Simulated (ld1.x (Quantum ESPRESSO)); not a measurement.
# An all-electron radial function and its pseudo partner (Cu (Z = 29))

Columns: radius, all-electron u(r) and pseudo u(r) of the 4p shell (level -6.63 eV) of copper in the configuration [Ar] 3d10 4s0 4p0; LDA (PZ), scalar-relativistic, TM scheme, ld1.x (Quantum ESPRESSO) 7.5.

```
r (bohr)  all-electron  pseudo
   0.143        0.1230  0.0035
   0.286       -0.0436  0.0140
   0.429       -0.1868  0.0314
   0.572       -0.2153  0.0555
   0.715       -0.1644  0.0863
   0.858       -0.0763  0.1233
   1.001        0.0234  0.1661
   1.144        0.1215  0.2137
   1.287        0.2119  0.2650
   1.430        0.2919  0.3180
   1.573        0.3609  0.3707
   1.716        0.4191  0.4206
   1.859        0.4669  0.4655
   2.002        0.5050  0.5034
   2.145        0.5343  0.5334
   2.288        0.5558  0.5555
   2.431        0.5702  0.5701
   2.574        0.5783  0.5783
   2.717        0.5810  0.5810
   2.860        0.5790  0.5790
   3.003        0.5730  0.5730
   3.146        0.5636  0.5636
   3.289        0.5514  0.5514
   3.432        0.5369  0.5369
   3.575        0.5205  0.5205
   3.718        0.5027  0.5027
```

How many radial nodes do the two functions have?

The all-electron 4p function has n − l − 1 = 2; the pseudo-wave has 0, since the states of the same l below it are removed with the core.

At about which radius was the pseudo-wave matched?

2.65 bohr. The columns agree to 0.0005 from 2.29 bohr on; several derivatives are matched, so the curves merge somewhat inside the radius.

Is the pseudo-wave norm-conserving?

Yes: the TM scheme keeps the norm inside the radius equal to the all-electron one, which fixes the energy derivative of the logarithmic derivative at the level.
